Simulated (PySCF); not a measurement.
Can point charges reproduce the dipole moment of `C(=C)P(NC(C)(C)C)C=C`?

Coordinates (PBE0-D3(BJ)/def2-SVP, Å) and charges (e) from the PBE0/pcSseg-1 density (PySCF):

| atom | x | y | z | Mulliken | IAO | Hirshfeld | ESP-fitted |
| --- | --- | --- | --- | --- | --- | --- | --- |
| C1 | 2.955 | -2.290 | -0.539 | -0.1555 | -0.2867 | -0.0914 | -0.2971 |
| C2 | 2.287 | -1.157 | -0.771 | -0.4253 | -0.3465 | -0.1015 | -0.1004 |
| P3 | 1.266 | -0.355 | 0.521 | +0.7076 | +0.6621 | +0.2072 | -0.1110 |
| C4 | 2.256 | 1.159 | 0.733 | -0.4425 | -0.3547 | -0.1055 | +0.0236 |
| C5 | 1.788 | 2.410 | 0.678 | -0.1829 | -0.3131 | -0.1079 | -0.4940 |
| N6 | -0.074 | 0.206 | -0.359 | -0.6359 | -0.6157 | -0.1827 | -0.4874 |
| C7 | -1.465 | -0.029 | 0.036 | -0.3328 | +0.1623 | +0.0684 | +0.5372 |
| C8 | -2.348 | 0.530 | -1.076 | -0.1923 | -0.4088 | -0.1170 | -0.6140 |
| C9 | -1.785 | 0.675 | 1.360 | -0.1652 | -0.4165 | -0.1267 | -0.4107 |
| C10 | -1.709 | -1.533 | 0.179 | -0.1708 | -0.4141 | -0.1258 | -0.3924 |
| H11 | 3.574 | -2.765 | -1.308 | +0.1262 | +0.1490 | +0.0484 | +0.1350 |
| H12 | 2.908 | -2.787 | 0.436 | +0.1245 | +0.1470 | +0.0424 | +0.1641 |
| H13 | 2.335 | -0.680 | -1.760 | +0.1305 | +0.1412 | +0.0387 | +0.1247 |
| H14 | 3.309 | 0.983 | 0.986 | +0.1376 | +0.1533 | +0.0421 | +0.1236 |
| H15 | 0.739 | 2.615 | 0.442 | +0.1163 | +0.1364 | +0.0350 | +0.2024 |
| H16 | 2.431 | 3.272 | 0.878 | +0.1253 | +0.1497 | +0.0458 | +0.1778 |
| H17 | 0.065 | 0.938 | -1.049 | +0.1963 | +0.2397 | +0.1049 | +0.3132 |
| H18 | -2.169 | 1.609 | -1.213 | +0.1075 | +0.1285 | +0.0371 | +0.1399 |
| H19 | -3.412 | 0.396 | -0.834 | +0.1174 | +0.1396 | +0.0438 | +0.1727 |
| H20 | -2.142 | 0.020 | -2.030 | +0.1188 | +0.1380 | +0.0389 | +0.1427 |
| H21 | -2.821 | 0.483 | 1.680 | +0.1057 | +0.1299 | +0.0379 | +0.1002 |
| H22 | -1.650 | 1.763 | 1.264 | +0.1098 | +0.1295 | +0.0332 | +0.1082 |
| H23 | -1.111 | 0.317 | 2.154 | +0.1277 | +0.1396 | +0.0318 | +0.1190 |
| H24 | -2.756 | -1.738 | 0.449 | +0.1082 | +0.1310 | +0.0390 | +0.1014 |
| H25 | -1.065 | -1.957 | 0.965 | +0.1293 | +0.1407 | +0.0291 | +0.0988 |
| H26 | -1.478 | -2.049 | -0.765 | +0.1144 | +0.1385 | +0.0350 | +0.1223 |

**Question.** Compute μ = Σ q r for each scheme (1 e·Å = 4.803 D) and compare with the dipole of the full density.

**Answer.** The full density gives (-0.38, 0.60, -0.96) D, 1.20 D in size; dipole vectors point from the negative to the positive end.

| scheme | μx | μy | μz | size (D) | share of the full size (%) | angle to the full dipole (°) |
| --- | --- | --- | --- | --- | --- | --- |
| Mulliken | -2.05 | -1.68 | 2.20 | 3.44 | 288 | 125 |
| IAO | -0.80 | -1.06 | 1.21 | 1.80 | 150 | 134 |
| Hirshfeld | -0.35 | -0.25 | -0.04 | 0.43 | 36 | 87 |
| ESP-fitted | -0.38 | 0.57 | -0.92 | 1.15 | 96 | 1 |

**Question.** Which set comes closest?

**Answer.** Length of the difference vector: ESP-fitted 0.05 D, Hirshfeld 1.25 D, IAO 2.76 D, Mulliken 4.24 D. Closest: ESP-fitted. 

**Question.** What is left for the Hirshfeld atoms' own dipoles?

**Answer.** The shares of the density sum to the whole, so what Σ q r misses lies in dipoles about the nuclei. The atomic dipoles sum to (-0.38, 0.60, -0.96) − (-0.35, -0.25, -0.04) = (-0.03, 0.85, -0.92) D, 1.25 D in size.

**Question.** With the origin at the mean of the coordinates, (-0.003, 0.001, 0.041) Å, which are the largest single terms, by size, of the ESP-fitted dipole along the direction of the full one?

**Answer.** C8 -5.63, C1 +2.31, H12 -2.08, H17 +1.99, H18 +1.68 D; all 26 atoms together +1.15 D. The single terms depend on the origin, their sum doesn't.

**Question.** Give the size of the full dipole in other units.

**Answer.** 1.20 D = 0.471 au = 0.249 e·Å = 3.99 × 10⁻³⁰ C·m.

Geometry: PBE0-D3(BJ)/def2-SVP, one conformer, isolated molecule.

The values belong to the conformer `[CH2:1]=[CH:2][P:3]([CH:4]=[CH2:5])[NH:6][C:7]([CH3:8])([CH3:9])[CH3:10]`: C1–C2–P3–C4 114°, C2–P3–C4–C5 128°, C2–P3–N6–C7 131°, P3–N6–C7–C8 -175°.
